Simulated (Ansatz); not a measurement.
Relaxation of a periodic cell of 17 atoms, Si$_{16}$Ge (host Si, host structure diamond, interstitial Ge), to a largest force component of 0.03 eV/Å in at most 60 steps.

Method: DFT LDA, scalar-relativistic, plane waves, PAW in Ansatz. Settings: PAW set soft_1, cutoff 420 eV, k mesh 2x2x2, fermi-dirac smearing 0.05 eV, no spin polarisation.

```xyz
17
Lattice="0.0000 5.4300 5.4300 5.4300 0.0000 5.4300 5.4300 5.4300 0.0000" Properties=species:S:1:pos:R:3:forces:R:3
Si 0.000 0.000 0.000 -0.04 -0.05 0.03
Si 1.357 1.357 1.357 -0.85 -0.84 -0.91
Si 2.715 2.715 0.000 0.03 0.03 -0.69
Si 4.072 4.072 1.357 0.60 0.60 -0.59
Si 2.715 0.000 2.715 0.00 -0.80 0.00
Si 4.072 1.357 4.072 0.87 -0.80 0.81
Si 5.430 2.715 2.715 0.67 0.03 -0.03
Si 6.787 4.072 4.072 -0.08 0.05 0.07
Si 0.000 2.715 2.715 -0.79 0.01 0.01
Si 1.357 4.072 4.072 -0.78 0.85 0.78
Si 2.715 5.430 2.715 0.02 0.66 -0.02
Si 4.072 6.787 4.072 0.05 -0.08 0.07
Si 2.715 2.715 5.430 0.00 0.00 0.77
Si 4.072 4.072 6.787 0.08 0.08 -0.08
Si 5.430 5.430 5.430 0.00 0.00 0.00
Si 6.787 6.787 6.787 -0.07 -0.07 -0.04
Ge 8.119 8.115 2.734 0.28 0.33 -0.19
```

Task: Where does it end, and by what steps?

Result: The run converged. Limits of this set-up: PAW files made for another functional, a small cell, in which the defect meets its images. After 3 steps the energy has fallen by 0.289 eV; Si2 moved furthest, 0.07 Å.

| step | energy less start (eV) | largest force component (eV/Å) | accepted |
| --- | --- | --- | --- |
| 0 | 0.0000 | 0.907 | yes |
| 1 | -0.2542 | 0.317 | yes |
| 2 | -0.2885 | 0.035 | yes |
| 3 | -0.2890 | 0.015 | yes |

```xyz
17
Lattice="0.0000 5.4300 5.4300 5.4300 0.0000 5.4300 5.4300 5.4300 0.0000" Properties=species:S:1:pos:R:3
Si -0.004 -0.005 0.003
Si 1.317 1.317 1.318
Si 2.714 2.714 -0.046
Si 4.107 4.107 1.323
Si 2.714 -0.049 2.716
Si 4.112 1.318 4.112
Si 5.476 2.714 2.716
Si 6.780 4.078 4.080
Si -0.049 2.714 2.715
Si 1.318 4.111 4.112
Si 2.714 5.476 2.716
Si 4.078 6.779 4.080
Si 2.714 2.714 5.479
Si 4.079 4.079 6.780
Si 5.430 5.430 5.430
Si 6.780 6.780 6.782
Ge 8.139 8.138 2.719
```

Run time: 27 s on 1 thread of Arm Neoverse V1, on a shared host, peak memory 0.5 GiB.
